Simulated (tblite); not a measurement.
Compound: C4H8SSi.
Bonds: C1–C2, C2–C3, C3–C4 (triple), C4–Si5, Si5–S6. Hydrogens: H7, H8, H9 on C1; H10, H11 on C2; H12, H13 on Si5; H14 on S6.

Computed with GFN2-xTB (tblite), gas phase: L-BFGS steps from a force-field or distance-geometry start until the largest atomic force falls under 0.01 eV/Å.

Step 8: E = -478.4214 eV
```
atom  x, y, z in Å  |  force x, y, z in eV/Å
C1     -2.1506    1.1673   -0.3053    0.003  -0.011   0.000
C2     -1.8574   -0.3236   -0.1363   -0.021  -0.024  -0.007
C3     -0.4474   -0.5821    0.0504    0.102   0.034   0.013
C4      0.7326   -0.7829    0.2038   -0.061  -0.033  -0.019
Si5     2.5284   -1.0898    0.4433    0.049  -0.078  -0.014
S6      3.5141    0.8284    0.5424    0.015   0.074   0.022
H7     -1.8312    1.7193    0.5755    0.010   0.011  -0.010
H8     -1.6270    1.5626   -1.1725    0.018   0.012   0.005
H9     -3.2181    1.3196   -0.4459   -0.006   0.014   0.007
H10    -2.3973   -0.7127    0.7307   -0.035  -0.013   0.033
H11    -2.1937   -0.8723   -1.0199   -0.033  -0.017  -0.036
H12     3.1119   -1.7989   -0.6900   -0.042  -0.014  -0.078
H13     2.8284   -1.7424    1.7068   -0.011   0.059   0.060
H14     3.0065    1.3070   -0.5849    0.011  -0.014   0.025
```

Step 9: E = -478.4225 eV
```
atom  x, y, z in Å  |  force x, y, z in eV/Å
C1     -2.1502    1.1676   -0.3053    0.001  -0.026   0.001
C2     -1.8588   -0.3243   -0.1364    0.019  -0.016  -0.005
C3     -0.4475   -0.5802    0.0503    0.064   0.020   0.008
C4      0.7314   -0.7861    0.2034    0.006  -0.032  -0.012
Si5     2.5300   -1.0896    0.4419   -0.006  -0.116  -0.015
S6      3.5128    0.8272    0.5441    0.033   0.097   0.026
H7     -1.8304    1.7196    0.5755    0.009   0.004  -0.013
H8     -1.6261    1.5629   -1.1726    0.013   0.004   0.011
H9     -3.2176    1.3198   -0.4456   -0.014   0.022   0.004
H10    -2.3962   -0.7136    0.7332   -0.034  -0.005  -0.004
H11    -2.1923   -0.8735   -1.0220   -0.039  -0.002   0.000
H12     3.1095   -1.7993   -0.6950   -0.047  -0.001  -0.047
H13     2.8277   -1.7370    1.7099   -0.010   0.058   0.031
H14     3.0070    1.3059   -0.5833    0.007  -0.008   0.015
```

Question: Estimate the geometry and energy of step 10. (The exact step hangs on the optimiser's Hessian estimate; all steps are aligned on step 9, rigid shifts and turns removed.)

Answer: E = -478.4237 eV, largest force 0.104 eV/Å
```
atom  x, y, z in Å  |  force x, y, z in eV/Å
C1     -2.1499    1.1674   -0.3054   -0.002  -0.031   0.001
C2     -1.8599   -0.3254   -0.1365    0.051  -0.002   0.000
C3     -0.4468   -0.5777    0.0502    0.013  -0.002  -0.001
C4      0.7307   -0.7903    0.2028    0.063  -0.029  -0.006
Si5     2.5315   -1.0915    0.4401   -0.040  -0.096  -0.008
S6      3.5119    0.8276    0.5466    0.029   0.074   0.027
H7     -1.8294    1.7200    0.5752    0.006  -0.006  -0.014
H8     -1.6250    1.5633   -1.1723    0.004  -0.007   0.016
H9     -3.2171    1.3206   -0.4452   -0.014   0.025   0.001
H10    -2.3955   -0.7146    0.7356   -0.025   0.005  -0.046
H11    -2.1915   -0.8747   -1.0240   -0.036   0.013   0.042
H12     3.1059   -1.7998   -0.7014   -0.045   0.007  -0.020
H13     2.8267   -1.7300    1.7140   -0.007   0.048   0.007
H14     3.0077    1.3047   -0.5813    0.003   0.003   0.001
```

The energy changes by -0.0011 eV. The first-order estimate −F·Δx gives -0.0016 eV and the mean of the old and new forces, exact on a quadratic surface, -0.0011 eV. The step makes an angle of 57° with the force vector and moves no atom by more than 0.008 Å.

The cost below is that of the whole relaxation. On one thread of an Arm Neoverse V2, shared host, this took 0.19 s.
